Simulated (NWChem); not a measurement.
A series in which one site is exchanged, each optimised at PBE0/def2-SVP with NWChem, gas phase unless a solvent is named. Some are not confirmed as minima by frequencies. def2 effective core potentials on Bi; no spin-orbit coupling.

A: [F][Bi]([Cl])[Cl] (BiCl₂F; site = F)
B: [Cl][Bi]([Cl])[Cl] (BiCl3; site = Cl)
C: [Cl][BiH][Cl] (BiHCl2; site = H)
D: [Cl][Bi]([Cl])[Br] (BiBrCl$_{2}$; site = Br)

Task: Rank them by lowest singlet excitation, CAM-B3LYP/def2-SVPD, TDA (eV), lowest first.

Result: C (4.58), D (4.73), B (5.16), A (5.59)
